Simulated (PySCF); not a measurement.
Calculated properties of phthalic anhydride (`c1ccc2C(OC(c2c1)=O)=O`)

Compound: phthalic anhydride, C₈H₄O₃.
Bonds: O1–C2 (double), C2–O3, O3–C4, C4–O5 (double), C4–C6, C6–C7 (aromatic), C7–C8 (aromatic), C8–C9 (aromatic), C9–C10 (aromatic), C10–C11 (aromatic), C2–C11, C6–C11 (aromatic). Hydrogens: H12 on C7; H13 on C8; H14 on C9; H15 on C10.

Structural features include: anhydride and benzene ring.

PBE0-D3(BJ)/def2-SVP geometry optimisation, gas phase (PySCF):

- Point group: C2v
- Rotational constants A, B, C: 1.812, 1.193, 0.719 GHz

**CAM-B3LYP/def2-SVPD ground state and vertical TDDFT (core frozen in the response) (PySCF)**

* Dipole moment: 5.95 D
* HOMO energy: -9.79 eV
* LUMO energy: -1.76 eV
* HOMO–LUMO gap: 8.03 eV
* Lowest singlet excitation: 4.53 eV (273 nm, f = 0.000)
* Strongest line among the 10 lowest singlet transitions: S5 at 6.30 eV (197 nm, f = 0.645)
* Lowest triplet excitation (Tamm–Dancoff): 3.66 eV
* Static isotropic polarisability: 97.0 au
* Electronic spatial extent ⟨r²⟩ about the centre of nuclear charge: 1476 bohr²

PBE0/pcSseg-1 ground state and GIAO shieldings, non-relativistic (PySCF):

- Lowest Hirshfeld atomic charge: -0.23 e on O1/O5
- Highest Hirshfeld atomic charge: +0.21 e on C2/C4
- 13C chemical shifts (computed TMS as zero) by class: 166.6 (C2/C4), 140.7 (C8/C9), 135.4 (C6/C11), 131.2 (C7/C10) ppm
- 1H chemical shifts (computed TMS as zero) by class: 8.16 (H12/H15), 7.91 (H13/H14) ppm
- Isotropic shieldings of nuclei other than C and H, by class: -133 (O1/O5), 17 (O3) ppm
- Mayer bond orders between heavy atoms: O1–C2 2.06, C2–O3 0.98, O3–C4 0.98, C4–O5 2.06, C4–C6 1.00, C6–C7 1.38, C7–C8 1.42, C8–C9 1.43, C9–C10 1.42, C10–C11 1.38, C11–C2 1.00, C11–C6 1.31

From B3LYP/pcJ-1 indirect spin-spin coupling, non-relativistic, gas phase; spin–dipole term left out (PySCF):

* Largest of the computed one-bond spin–spin couplings (means over like bonds): 13C–1H +176.9 (C7–H12 and 1 like it), 13C–1H +170.5 (C8–H13 and 1 like it) Hz

Monoisotopic mass (most abundant isotopes): 148.0160 u.

The 10 singlets span 4.53 to 7.36 eV, and their oscillator strengths add up to 1.20. The polarisability is 14.37 Å³ as a volume (1 au = 0.148185 Å³), or 1.28 au for each of the 76 electrons. The rotational constants make it an asymmetric top with κ = (2B − A − C)/(A − C) = -0.13, nearer the prolate limit (−1). A dipole of 5.95 D is allowed in C2v, and pure rotational transitions are dipole-allowed. With B = h/(8π²I), that is 505.379 GHz u Å² over I, the principal moments of inertia are 278.9, 423.5 and 702.4 u Å² (most abundant isotopes).

